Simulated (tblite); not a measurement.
Record of a relaxation.

C5H6ClF3Si.
SMILES with atom numbers: `[F:1][C:2]([F:3])=[C:4]([F:5])[SiH2:6][CH2:7]/[CH:8]=[CH:9]/[Cl:10]` (hydrogens: H11, H12 on Si6; H13, H14 on C7; H15 on C8; H16 on C9)

Computed with GFN2-xTB (tblite), gas phase: L-BFGS steps from a force-field or distance-geometry start until the largest atomic force falls under 0.01 eV/Å. 4 of its 84 geometries are shown.

Step 0: E = -929.7821 eV, largest atomic force 2.252 eV/Å
```
atom  x, y, z in Å  |  force x, y, z in eV/Å
F1     -1.716    1.643   -0.284   -0.714  -0.587  -0.956
C2     -2.150    0.514   -0.891    0.287  -0.943   0.250
F3     -2.944    0.588   -1.956    0.158   1.088   0.278
C4     -1.773   -0.682   -0.434   -0.602   0.296  -0.858
F5     -2.231   -1.790   -1.066    0.004   0.374   0.022
Si6    -0.690   -0.962    1.017    0.800  -1.018   1.843
C7      0.849    0.133    0.982    0.661   0.350   0.123
C8      1.730   -0.032   -0.223   -0.127   0.436  -0.161
C9      1.953    0.934   -1.114   -0.454  -0.023   0.636
Cl10    2.954    0.722   -2.477    0.217  -0.080  -0.283
H11    -0.260   -2.386    1.071   -0.224   0.361  -0.215
H12    -1.442   -0.692    2.274    0.098   0.030  -0.363
H13     1.446   -0.095    1.883   -0.215   0.007  -0.347
H14     0.536    1.174    1.085    0.119   0.017  -0.120
H15     2.208   -0.993   -0.360   -0.082   0.036   0.078
H16     1.522    1.934   -1.055    0.075  -0.344   0.073
```

Step 28: E = -930.0468 eV, largest atomic force 0.073 eV/Å
```
atom  x, y, z in Å  |  force x, y, z in eV/Å
F1     -1.709    1.613   -0.353   -0.023  -0.020  -0.017
C2     -2.115    0.474   -0.914    0.014  -0.004   0.002
F3     -2.906    0.729   -1.947    0.041   0.008   0.019
C4     -1.737   -0.705   -0.446    0.011   0.006  -0.008
F5     -2.193   -1.809   -1.077    0.000   0.031   0.021
Si6    -0.638   -1.000    1.083   -0.037   0.017  -0.060
C7      0.871    0.171    1.024    0.006  -0.011  -0.001
C8      1.704   -0.032   -0.196    0.024   0.040   0.031
C9      1.898    0.915   -1.098   -0.007  -0.016  -0.022
Cl10    2.852    0.677   -2.513   -0.001  -0.011   0.004
H11    -0.262   -2.408    0.974    0.010   0.006   0.026
H12    -1.441   -0.699    2.270   -0.009  -0.026   0.012
H13     1.475   -0.033    1.909    0.023   0.016  -0.020
H14     0.551    1.212    1.078   -0.006  -0.032   0.018
H15     2.165   -1.004   -0.314   -0.030   0.050  -0.016
H16     1.478    1.908   -1.027   -0.015  -0.053   0.011
```

Step 55: E = -930.0561 eV, largest atomic force 0.065 eV/Å
```
atom  x, y, z in Å  |  force x, y, z in eV/Å
F1     -1.587    1.643   -0.355   -0.007  -0.038  -0.018
C2     -1.992    0.514   -0.935   -0.003  -0.010   0.005
F3     -2.716    0.793   -2.010    0.018  -0.013   0.018
C4     -1.681   -0.676   -0.446   -0.004   0.007   0.010
F5     -2.144   -1.766   -1.096   -0.004   0.047   0.004
Si6    -0.631   -1.015    1.108   -0.042  -0.017  -0.047
C7      0.860    0.176    1.073    0.015   0.005   0.015
C8      1.665   -0.017   -0.166    0.016  -0.005   0.010
C9      1.755    0.881   -1.132   -0.011   0.018   0.004
Cl10    2.673    0.612   -2.562    0.018  -0.004  -0.040
H11    -0.211   -2.406    0.959   -0.010  -0.023   0.018
H12    -1.463   -0.794    2.293    0.003   0.009  -0.013
H13     1.486   -0.030    1.940    0.019   0.003   0.018
H14     0.525    1.210    1.147    0.009   0.017  -0.012
H15     2.182   -0.960   -0.262    0.012  -0.018   0.009
H16     1.273    1.845   -1.104   -0.029   0.021   0.017
```

Step 83: E = -930.0590 eV, largest atomic force 0.007 eV/Å
```
atom  x, y, z in Å  |  force x, y, z in eV/Å
F1     -1.537    1.644   -0.380   -0.004  -0.001   0.001
C2     -1.962    0.518   -0.950    0.001  -0.001  -0.002
F3     -2.682    0.799   -2.026    0.004  -0.002  -0.003
C4     -1.668   -0.673   -0.455    0.001   0.000   0.000
F5     -2.152   -1.756   -1.100   -0.002  -0.001   0.004
Si6    -0.632   -1.016    1.106   -0.001   0.001   0.000
C7      0.876    0.158    1.085    0.002   0.000   0.000
C8      1.680   -0.016   -0.158    0.003   0.001   0.004
C9      1.708    0.875   -1.134    0.002   0.005   0.003
Cl10    2.617    0.645   -2.579   -0.005  -0.001  -0.002
H11    -0.243   -2.421    0.991   -0.003   0.000  -0.002
H12    -1.473   -0.757    2.276   -0.001   0.001   0.002
H13     1.500   -0.061    1.952    0.002  -0.005  -0.003
H14     0.545    1.192    1.172    0.000  -0.001   0.000
H15     2.243   -0.934   -0.246   -0.002  -0.002   0.002
H16     1.172    1.811   -1.103    0.002   0.006  -0.003
```

**Question.** Summarise the path.

**Answer.** The energy falls by 26.72 kJ/mol from step 0 to step 83; nine tenths of that is first reached at step 6. It falls at every step. The largest force goes from 2.252 to 0.007 eV/Å. Among the bonds C4–Si6 changes most, from 1.832 to 1.905 Å; the atoms move by 0.199 Å rms after alignment.

**Question.** Follow the three bonds and two angles with the largest change from start to end.

**Answer.** 
| step | E above end (kJ/mol) | largest force (eV/Å) | C4–Si6 (Å) | Si6–H11 (Å) | Si6–H12 (Å) | F1–C2–F3 (°) | F3–C2–C4 (°) |
| --- | --- | --- | --- | --- | --- | --- | --- |
| 0 | 26.72 | 2.252 | 1.832 | 1.489 | 1.489 | 120.3 | 119.5 |
| 4 | 3.55 | 0.275 | 1.900 | 1.448 | 1.455 | 111.0 | 126.7 |
| 7 | 2.42 | 0.165 | 1.900 | 1.466 | 1.472 | 109.8 | 127.2 |
| 11 | 1.88 | 0.141 | 1.909 | 1.461 | 1.463 | 110.1 | 127.9 |
| 14 | 1.68 | 0.046 | 1.905 | 1.463 | 1.465 | 110.1 | 128.4 |
| 18 | 1.52 | 0.048 | 1.905 | 1.460 | 1.464 | 110.1 | 128.2 |
| 22 | 1.40 | 0.042 | 1.903 | 1.461 | 1.465 | 110.2 | 128.1 |
| 25 | 1.31 | 0.047 | 1.903 | 1.463 | 1.467 | 110.3 | 128.1 |
| 29 | 1.11 | 0.075 | 1.906 | 1.461 | 1.463 | 110.1 | 128.1 |
| 32 | 0.97 | 0.048 | 1.903 | 1.461 | 1.464 | 110.0 | 128.1 |
| 36 | 0.83 | 0.042 | 1.907 | 1.462 | 1.465 | 110.1 | 128.1 |
| 40 | 0.69 | 0.081 | 1.906 | 1.461 | 1.464 | 110.0 | 127.9 |
| 43 | 0.59 | 0.050 | 1.904 | 1.462 | 1.464 | 110.1 | 127.7 |
| 47 | 0.48 | 0.040 | 1.905 | 1.462 | 1.464 | 110.1 | 127.9 |
| 51 | 0.39 | 0.044 | 1.902 | 1.462 | 1.464 | 110.0 | 128.0 |
| 54 | 0.32 | 0.045 | 1.905 | 1.461 | 1.464 | 109.9 | 128.1 |
| 58 | 0.18 | 0.034 | 1.906 | 1.462 | 1.465 | 110.0 | 128.2 |
| 61 | 0.13 | 0.063 | 1.904 | 1.461 | 1.464 | 110.0 | 128.1 |
| 65 | 0.09 | 0.031 | 1.905 | 1.462 | 1.464 | 110.0 | 128.0 |
| 69 | 0.05 | 0.020 | 1.904 | 1.462 | 1.464 | 110.0 | 128.0 |
| 72 | 0.04 | 0.019 | 1.904 | 1.461 | 1.464 | 110.0 | 128.0 |
| 76 | 0.02 | 0.016 | 1.905 | 1.462 | 1.465 | 110.0 | 128.1 |
| 79 | 0.01 | 0.020 | 1.905 | 1.461 | 1.464 | 110.0 | 128.1 |
| 83 | 0.00 | 0.007 | 1.905 | 1.461 | 1.464 | 110.0 | 128.0 |

The cost below is that of the whole relaxation. The run took 3.0 s wall, 2.5 s CPU on one thread, Intel Xeon at 2.50 GHz (x86_64), shared host.
